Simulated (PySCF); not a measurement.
# How the method changes the constants of KH

State: ¹Σ⁺ (singlet), closed shell. Set-up: basis K def2-SVP, H def2-SVP; no relativity; PySCF 2.14. De refers to K + H in their ground configurations, without counterpoise correction. A positive dipole means K(−)H(+).

```json
{"Level": "RHF", "Re (Å)": "2.328", "ωe (cm⁻¹)": "984", "De (eV)": "0.78", "μ (D)": "-8.98"}
{"Level": "RHF-MP2", "Re (Å)": "2.295", "ωe (cm⁻¹)": "958", "De (eV)": "1.25", "μ (D)": "n/a"}
{"Level": "RHF-SCS-MP2", "Re (Å)": "2.298", "ωe (cm⁻¹)": "957", "De (eV)": "1.37", "μ (D)": "n/a"}
{"Level": "RHF-CCSD", "Re (Å)": "2.309", "ωe (cm⁻¹)": "917", "De (eV)": "1.46", "μ (D)": "n/a"}
{"Level": "RHF-CCSD(T)", "Re (Å)": "2.308", "ωe (cm⁻¹)": "915", "De (eV)": "1.47", "μ (D)": "n/a"}
{"Level": "PBE", "Re (Å)": "2.281", "ωe (cm⁻¹)": "948", "De (eV)": "1.67", "μ (D)": "-7.16"}
{"Level": "TPSS", "Re (Å)": "2.276", "ωe (cm⁻¹)": "966", "De (eV)": "1.92", "μ (D)": "-7.64"}
{"Level": "r²SCAN", "Re (Å)": "2.294", "ωe (cm⁻¹)": "966", "De (eV)": "1.71", "μ (D)": "-8.06"}
{"Level": "B3LYP", "Re (Å)": "2.277", "ωe (cm⁻¹)": "978", "De (eV)": "1.77", "μ (D)": "-7.60"}
{"Level": "PBE0", "Re (Å)": "2.275", "ωe (cm⁻¹)": "978", "De (eV)": "1.60", "μ (D)": "-7.86"}
{"Level": "r²SCAN0", "Re (Å)": "2.285", "ωe (cm⁻¹)": "987", "De (eV)": "1.66", "μ (D)": "-8.31"}
{"Level": "ωB97X", "Re (Å)": "2.277", "ωe (cm⁻¹)": "1013", "De (eV)": "1.95", "μ (D)": "-8.56"}
```

Measured (Huber and Herzberg, Constants of Diatomic Molecules (1979)): Re = 2.2425 Å, ωe = 983.6 cm⁻¹.

The bond length runs from 2.275 Å (PBE0) to 2.328 Å (RHF). De spans 0.78 eV (RHF, mean field) to 1.95 eV (ωB97X, range-separated hybrid). Correlation at CCSD(T) changes the Hartree–Fock bond energy by +0.69 eV; the triples alone change it by +0.01 eV.

Correlated steps freeze 5 core orbitals. Correlated levels converge slowly with the basis: in double zeta they bind strong bonds too weakly, by up to about 1 eV, and carry superposition errors of some tenths. Where the molecule has an RHF reference, its open-shell atoms are computed with UHF. The CCSD T1 diagnostic is raised, a sign that a single reference may not be enough here.
